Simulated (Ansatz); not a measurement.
# Molecular dynamics of CH4ClGa

Input file:

```yaml
crystal:
  periodic: [false, false, false]
  atoms:
    - { symbol: Ga, position_ang: [-0.021003, 0.005306, -0.071526] }
    - { symbol: Cl, position_ang: [0.044766, 0.004083, 2.107119] }
    - { symbol: C, position_ang: [1.722107, 0.014782, -0.97889] }
    - { symbol: H, position_ang: [2.046991, -1.027723, -1.135793] }
    - { symbol: H, position_ang: [1.662082, 0.505629, -1.961889] }
    - { symbol: H, position_ang: [2.477682, 0.517171, -0.357154] }
    - { symbol: H, position_ang: [-1.470824, -0.019349, -0.662667] }
basis:
  gaussian: { orbitals: def2-SVP }
hamiltonian:
  xc: b3lyp
  dispersion: d4
md:
  timestep: 0.25
  n_steps: 300
  ensemble: nve
  temperature: 700.0
  initial_velocities: maxwell_boltzmann
  seed: 386261
```

Command:

```bash
$ ansatz run input.yaml --threads 1 --pin off --max-ram 2048MiB --backend cpu --events-out ev --progress --plain --runs-dir out
```

It starts from a relaxed structure.

Output, in part (step lines, the closing report, with atoms numbered from 0):

```
md step     0: t =     0.00 fs  T =   700.0 K  F+E_penalty+E_count = -65995.00279118 eV  E_kin = 0.452410 eV  conserved = -65994.55038119 eV  (26 SCF iters)
md step     1: t =     0.25 fs  T =   694.2 K  F+E_penalty+E_count = -65994.99900815 eV  E_kin = 0.448660 eV  conserved = -65994.55034821 eV  (26 SCF iters)
md step     2: t =     0.50 fs  T =   677.4 K  F+E_penalty+E_count = -65994.98807719 eV  E_kin = 0.437787 eV  conserved = -65994.55028997 eV  (26 SCF iters)
md step     3: t =     0.75 fs  T =   650.8 K  F+E_penalty+E_count = -65994.97085514 eV  E_kin = 0.420641 eV  conserved = -65994.55021402 eV  (27 SCF iters)
md step     4: t =     1.00 fs  T =   616.4 K  F+E_penalty+E_count = -65994.94849119 eV  E_kin = 0.398364 eV  conserved = -65994.55012759 eV  (24 SCF iters)
md step     5: t =     1.25 fs  T =   576.0 K  F+E_penalty+E_count = -65994.92231408 eV  E_kin = 0.372277 eV  conserved = -65994.55003682 eV  (23 SCF iters)
md step     6: t =     1.50 fs  T =   531.9 K  F+E_penalty+E_count = -65994.89373220 eV  E_kin = 0.343785 eV  conserved = -65994.54994740 eV  (23 SCF iters)
md step     7: t =     1.75 fs  T =   486.3 K  F+E_penalty+E_count = -65994.86414771 eV  E_kin = 0.314284 eV  conserved = -65994.54986323 eV  (23 SCF iters)
[... lines left out ...]
md step   297: t =    74.25 fs  T =   435.6 K  F+E_penalty+E_count = -65994.83173329 eV  E_kin = 0.281514 eV  conserved = -65994.55021978 eV  (24 SCF iters)
md step   298: t =    74.50 fs  T =   395.6 K  F+E_penalty+E_count = -65994.80581410 eV  E_kin = 0.255702 eV  conserved = -65994.55011210 eV  (23 SCF iters)
md step   299: t =    74.75 fs  T =   351.6 K  F+E_penalty+E_count = -65994.77725039 eV  E_kin = 0.227264 eV  conserved = -65994.54998655 eV  (23 SCF iters)
md step   300: t =    75.00 fs  T =   306.7 K  F+E_penalty+E_count = -65994.74807478 eV  E_kin = 0.198220 eV  conserved = -65994.54985519 eV  (27 SCF iters)
Total energy: -65994.74830429 eV, -2425.2622673358 hartree
Atom 0 at     0.030846    -0.020799    -0.056718 Å, force    -0.908640     0.165283     0.216854 eV/Å
Atom 1 at    -0.022254     0.035610     2.138194 Å, force     0.065908    -0.055077    -0.380481 eV/Å
Atom 2 at     1.647707     0.056166    -1.089432 Å, force    -0.346826     0.337489     0.765065 eV/Å
Atom 3 at     1.592490    -0.659682    -1.850313 Å, force    -0.147334    -2.091971    -1.266238 eV/Å
Atom 4 at     1.596166     0.920972    -1.721748 Å, force     0.296237     1.449627    -0.038936 eV/Å
Atom 5 at     2.553541    -0.080991    -0.537721 Å, force     0.959710     0.258928     0.386928 eV/Å
Atom 6 at    -1.369076    -0.000780    -0.807659 Å, force     0.080944    -0.064279     0.316808 eV/Å
Dipole moment:     0.192847    -0.033246    -0.461814 e Å
```

The steps, from the saved trajectory:

```json
{"time (fs)": "0", "T (K)": "700", "potential energy less start (eV)": "0.000", "conserved less start (meV/atom)": "0.00"}
{"time (fs)": "2.5", "T (K)": "359", "potential energy less start (eV)": "0.221", "conserved less start (meV/atom)": "0.10"}
{"time (fs)": "5", "T (K)": "313", "potential energy less start (eV)": "0.251", "conserved less start (meV/atom)": "0.07"}
{"time (fs)": "7.5", "T (K)": "278", "potential energy less start (eV)": "0.273", "conserved less start (meV/atom)": "0.07"}
{"time (fs)": "10", "T (K)": "433", "potential energy less start (eV)": "0.173", "conserved less start (meV/atom)": "0.04"}
{"time (fs)": "12.5", "T (K)": "475", "potential energy less start (eV)": "0.146", "conserved less start (meV/atom)": "0.05"}
{"time (fs)": "15", "T (K)": "234", "potential energy less start (eV)": "0.302", "conserved less start (meV/atom)": "0.11"}
{"time (fs)": "17.5", "T (K)": "352", "potential energy less start (eV)": "0.225", "conserved less start (meV/atom)": "0.02"}
{"time (fs)": "20", "T (K)": "188", "potential energy less start (eV)": "0.332", "conserved less start (meV/atom)": "0.14"}
{"time (fs)": "22.5", "T (K)": "605", "potential energy less start (eV)": "0.062", "conserved less start (meV/atom)": "0.00"}
{"time (fs)": "25", "T (K)": "383", "potential energy less start (eV)": "0.205", "conserved less start (meV/atom)": "0.10"}
{"time (fs)": "27.5", "T (K)": "420", "potential energy less start (eV)": "0.182", "conserved less start (meV/atom)": "0.05"}
{"time (fs)": "30", "T (K)": "256", "potential energy less start (eV)": "0.287", "conserved less start (meV/atom)": "0.08"}
{"time (fs)": "32.5", "T (K)": "386", "potential energy less start (eV)": "0.203", "conserved less start (meV/atom)": "0.04"}
{"time (fs)": "35", "T (K)": "447", "potential energy less start (eV)": "0.164", "conserved less start (meV/atom)": "0.06"}
{"time (fs)": "37.5", "T (K)": "288", "potential energy less start (eV)": "0.267", "conserved less start (meV/atom)": "0.10"}
{"time (fs)": "40", "T (K)": "384", "potential energy less start (eV)": "0.204", "conserved less start (meV/atom)": "0.01"}
{"time (fs)": "42.5", "T (K)": "113", "potential energy less start (eV)": "0.380", "conserved less start (meV/atom)": "0.14"}
{"time (fs)": "45", "T (K)": "451", "potential energy less start (eV)": "0.161", "conserved less start (meV/atom)": "0.01"}
{"time (fs)": "47.5", "T (K)": "288", "potential energy less start (eV)": "0.267", "conserved less start (meV/atom)": "0.10"}
{"time (fs)": "50", "T (K)": "453", "potential energy less start (eV)": "0.160", "conserved less start (meV/atom)": "0.04"}
{"time (fs)": "52.5", "T (K)": "264", "potential energy less start (eV)": "0.282", "conserved less start (meV/atom)": "0.08"}
{"time (fs)": "55", "T (K)": "312", "potential energy less start (eV)": "0.251", "conserved less start (meV/atom)": "0.05"}
{"time (fs)": "57.5", "T (K)": "409", "potential energy less start (eV)": "0.188", "conserved less start (meV/atom)": "0.06"}
{"time (fs)": "60", "T (K)": "362", "potential energy less start (eV)": "0.219", "conserved less start (meV/atom)": "0.09"}
{"time (fs)": "62.5", "T (K)": "477", "potential energy less start (eV)": "0.144", "conserved less start (meV/atom)": "0.00"}
{"time (fs)": "65", "T (K)": "124", "potential energy less start (eV)": "0.373", "conserved less start (meV/atom)": "0.13"}
{"time (fs)": "67.5", "T (K)": "353", "potential energy less start (eV)": "0.225", "conserved less start (meV/atom)": "0.02"}
{"time (fs)": "70", "T (K)": "246", "potential energy less start (eV)": "0.294", "conserved less start (meV/atom)": "0.10"}
{"time (fs)": "72.5", "T (K)": "466", "potential energy less start (eV)": "0.152", "conserved less start (meV/atom)": "0.03"}
{"time (fs)": "75", "T (K)": "307", "potential energy less start (eV)": "0.255", "conserved less start (meV/atom)": "0.08"}
```

All steps were run. The conserved energy stayed within 0.15 meV per atom of its start (net change 0.075 meV per atom), so the integration is sound. Over the second half the temperature averaged 0.48 of the 700 K drawn at the start: a run that starts near a minimum puts about half its kinetic energy into the potential. A run of 0.075 ps of so small a system gives no equilibrium averages.

The same pairs are bonded in the first frame and the last. Pairs count as bonded within 1.25 times the sum of covalent radii (0.12 Å more for H–H).

Last frame:

```xyz
7
Properties=species:S:1:pos:R:3
Ga 0.031 -0.021 -0.057
Cl -0.022 0.036 2.138
C 1.648 0.056 -1.089
H 1.593 -0.660 -1.850
H 1.596 0.921 -1.722
H 2.554 -0.081 -0.538
H -1.369 -0.001 -0.808
```

Run time: 16 min on 1 thread of Arm Neoverse V1, on a shared host, peak memory 0.16 GiB.
